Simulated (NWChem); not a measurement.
Species: WOCl₄; SMILES [O]=[W]([Cl])([Cl])([Cl])[Cl]

```xyz
6

W      0.0000     0.0000     0.1589
O      0.0000     0.0000     1.8527
Cl     2.2504     0.0000    -0.3909
Cl    -2.2504     0.0000    -0.3909
Cl     0.0000     2.2504    -0.3909
Cl     0.0000    -2.2504    -0.3909
```
Atoms are numbered in this order, from 1.

Program: NWChem. Coordinates come from a PBE-D3(BJ)/def2-SVP optimisation. No frequency run checked for a minimum. def2 effective core potentials on W; no spin-orbit coupling. Total energies compare along this basis series because the functional is fixed.

```json
[
 {"level": "PBE0/def2-SVP", "basis functions": "118", "energy (Ha)": "-1982.0181", "highest occupied level (eV)": "-9.05", "orbital gap (eV)": "3.85", "dipole (D)": "0.68"},
 {"level": "PBE0/def2-SVPD", "basis functions": "166", "energy (Ha)": "-1982.0445", "highest occupied level (eV)": "(withheld)", "orbital gap (eV)": "(withheld)", "dipole (D)": "(withheld)"},
 {"level": "PBE0/def2-TZVP", "basis functions": "219", "energy (Ha)": "-1982.7624", "highest occupied level (eV)": "-9.04", "orbital gap (eV)": "3.90", "dipole (D)": "0.66"},
 {"level": "PBE0/def2-TZVPP", "basis functions": "255", "energy (Ha)": "-1982.7689", "highest occupied level (eV)": "-9.02", "orbital gap (eV)": "3.93", "dipole (D)": "0.66"}
]
```

**Question.** Some entries are withheld; supply them.

**Answer.** 
- PBE0/def2-SVPD, highest occupied level (eV): -9.13
- PBE0/def2-SVPD, orbital gap (eV): 3.76
- PBE0/def2-SVPD, dipole (D): 0.61
